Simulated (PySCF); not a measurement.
**From computed data to an observable: refractive index and permittivity of the vapour**

Ga(Cl)2(Me) (CH3Cl2Ga), SMILES [Cl][Ga]([Cl])[CH3].

Geometry: PBE-D3(BJ)/def2-SVP. The structure was generated by enumeration; whether it is a known compound was not checked.

M06-2X/def2-TZVP run with PySCF gives a mean static polarisability of 62.0 bohr³ and a dipole moment of 2.87 D. Take an ideal gas at 298.15 K and 0.1 bar, whether or not the substance is that volatile.

Task: Work out n − 1 in the optical limit and the static ε − 1.

Result: 
Polarisability volume α' = 62.0 × 0.148185 = 9.19 Å³. Number density N = p/kT = 2.43e-6 Å⁻³.
Dilute limit of Lorentz–Lorenz: n − 1 = 2π N α' = 0.00014.
Orientation term of Debye: μ²/(3kT) = 8.098 Å³ × μ²(D²) = 66.70 Å³.
ε − 1 = 4π N (α' + μ²/3kT) = 0.0023. Orientation of the dipole supplies 88 % of the static response; it can't follow optical fields. Vibrational polarisation and dispersion are left out.
